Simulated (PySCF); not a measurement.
C6H14Te, SMILES CC(C)[Te]C(C)C, GFN2-xTB optimised geometry.

```
21

C      1.90    -0.36    -1.33
C      1.35    -0.83     0.00
C      1.86    -2.21     0.36
Te    -0.85    -0.83     0.00
C     -0.99     1.37     0.00
C     -1.40     1.90    -1.36
C     -1.94     1.85     1.08
H      1.60    -1.05    -2.13
H      2.99    -0.34    -1.30
H      1.55     0.63    -1.58
H      1.65    -0.12     0.78
H      1.47    -2.53     1.33
H      2.94    -2.21     0.40
H      1.54    -2.94    -0.39
H      0.03     1.71     0.23
H     -0.72     1.56    -2.14
H     -2.41     1.57    -1.61
H     -1.40     2.99    -1.36
H     -1.62     1.49     2.06
H     -2.94     1.49     0.89
H     -1.96     2.94     1.11
```

Density from PBE0/def2-SVP, def2 effective core potentials past Kr (PySCF) at that geometry. The core electrons that the potentials of Te replace are not part of the density.

Minimum of the electron density along straight lines between bonded atoms, close to the bond critical point (lines longer than 1.1 times the sum of covalent radii, or with two minima, are not listed):

```
bond    length / Å  ρ at the minimum / e bohr⁻³  ∇²ρ there / e bohr⁻⁵  position (fraction from the first atom)
------  ----------  ---------------------------  --------------------  ---------------------------------------
C1–C2        1.516                        0.248                 -0.57                                     0.50
C2–C3        1.516                        0.247                 -0.57                                     0.51
C2–Te4       2.200                        0.104                  0.00                                     0.49
Te4–C5       2.202                        0.104                  0.00                                     0.51
C5–C6        1.517                        0.248                 -0.57                                     0.51
C5–C7        1.517                        0.247                 -0.57                                     0.51
C1–H8        1.088                        0.277                 -1.02                                     0.63
C1–H9        1.091                        0.274                 -0.99                                     0.62
C1–H10       1.088                        0.276                 -1.01                                     0.62
C2–H11       1.092                        0.278                 -1.02                                     0.63
C3–H12       1.088                        0.277                 -1.02                                     0.63
C3–H13       1.090                        0.274                 -0.99                                     0.62
C3–H14       1.088                        0.276                 -1.01                                     0.62
C5–H15       1.091                        0.278                 -1.02                                     0.63
C6–H16       1.088                        0.277                 -1.02                                     0.63
C6–H17       1.088                        0.276                 -1.01                                     0.62
C6–H18       1.091                        0.274                 -0.99                                     0.62
C7–H19       1.088                        0.277                 -1.03                                     0.63
C7–H20       1.088                        0.276                 -1.01                                     0.62
C7–H21       1.090                        0.274                 -0.99                                     0.62
```
